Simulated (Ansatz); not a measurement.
Relaxation of CH₅AlBNO (10 atoms, charge 0, multiplicity 1), to a largest force component of 0.02 eV/Å in at most 50 steps.

Computed with RKS PBE/6-31G* in Ansatz.

```xyz
10
Properties=species:S:1:pos:R:3:forces:R:3
N -1.661 -1.506 0.431 -1.12 2.24 -0.14
B -0.205 -1.652 0.357 0.07 -0.46 -0.43
Al 0.991 -0.127 -0.343 0.40 0.87 -0.94
C 1.125 1.803 -0.218 -2.86 0.79 -0.08
O 1.404 1.280 -1.493 0.10 -1.37 -0.02
H -1.892 -0.608 1.015 0.32 -1.73 -1.02
H -2.004 -1.224 -0.543 0.27 -0.26 1.17
H 0.317 -2.652 0.704 0.22 -0.53 0.55
H 0.090 2.355 -0.213 1.64 -0.40 0.35
H 1.919 2.279 0.306 0.96 0.84 0.56
```

Problem. Where does it end, and by what steps?

Solution. The run converged. After 31 steps the energy has fallen by 1.938 eV; H6 moved furthest, 2.05 Å.

| step | energy less start (eV) | largest force component (eV/Å) | accepted |
| --- | --- | --- | --- |
| 0 | 0.0000 | 2.862 | yes |
| 2 | -0.6142 | 1.116 | yes |
| 4 | -1.0386 | 1.202 | yes |
| 6 | -1.4848 | 0.676 | yes |
| 8 | -1.7155 | 0.749 | yes |
| 10 | -1.8787 | 0.306 | yes |
| 12 | -1.9080 | 0.196 | no |
| 14 | -1.9267 | 0.255 | no |
| 16 | -1.9325 | 0.054 | yes |
| 18 | -1.9339 | 0.039 | yes |
| 20 | -1.9342 | 0.083 | no |
| 22 | -1.9355 | 0.027 | yes |
| 24 | -1.9365 | 0.040 | yes |
| 26 | -1.9373 | 0.043 | yes |
| 28 | -1.9377 | 0.041 | yes |
| 30 | -1.9378 | 0.029 | yes |
| 31 | -1.9379 | 0.020 | yes |

```xyz
10
Properties=species:S:1:pos:R:3
N -1.768 -1.679 0.294
B -0.398 -1.443 0.454
Al 0.536 0.412 0.016
C 1.430 2.105 -0.283
O 1.301 1.148 -1.398
H -2.197 -2.575 0.529
H -2.440 -1.010 -0.078
H 0.262 -2.350 0.906
H 0.883 3.049 -0.450
H 2.476 2.293 0.013
```

Whether the end is a true minimum wasn't checked by a vibrational analysis.

Time of the run: 22 s on 2 threads of AMD EPYC 9R45 (Zen 5), on a shared host, peak memory 0.2 GiB.
